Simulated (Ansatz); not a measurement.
Ideal-gas functions of Cl2GeH4Si, SMILES `Cl[SiH](Cl)[GeH3]` at 400 K and 1 bar, from an Ansatz frequency run at PBE0-D4/def2-TZVP.

Molar mass 175.63 g/mol, point group Cs (symmetry number 1), electronic degeneracy 1, moments of inertia 220.559, 414.259, 596.388 u Å². Harmonic wavenumbers (cm⁻¹, unscaled): 82, 96, 126, 190, 333, 457, 473, 537, 581, 745, 781, 806, 877, 877, 2155, 2166, 2172, 2246.

Use S(trans) = R[1.5 ln M + 2.5 ln T − 1.1517]; rotational temperatures θ = 24.2544 K / I; S(rot) = R[ln(√π/σ · √(T³/θAθBθC)) + 1.5]; for each mode x = 1.438777 ν̃/T, S = R[x/(eˣ − 1) − ln(1 − e⁻ˣ)] and H = RT x/(eˣ − 1); 1 cm⁻¹ = 0.0119627 kJ/mol; R = 8.31446 J/(mol·K).

Q: By hand: the entropy, in J/(mol·K).

A: Translation 179.4. Rotation: θ = 0.11, 0.0585, 0.0407 K, giving 126.2. Vibration, mode by mode: 18.50, 17.20, 14.97, 11.64, 7.29, 5.06, 4.83, 4.02, 3.55, 2.23, 2.01, 1.88, 1.53, 1.53, 0.03, 0.03, 0.03, 0.02, in all 96.4. Electronic 0.0. Sum 402.0 J/(mol·K).

Q: By hand: H − E and G − E in kJ/mol, counted from the electronic energy.

A: Zero-point energy ½ × 15700 × 0.0119627 = 93.9; thermal vibration 19.7; translation, rotation and pV give 4 RT = 13.3. H − E = 126.9 kJ/mol, and G − E = 126.9 − 400 × 402.0/1000 = -33.9 kJ/mol.

Vibration gives 24 % of the entropy, 50.7 J/(mol·K) of it from the modes under 150 cm⁻¹: soft modes count most, and the harmonic formula is weakest for them.
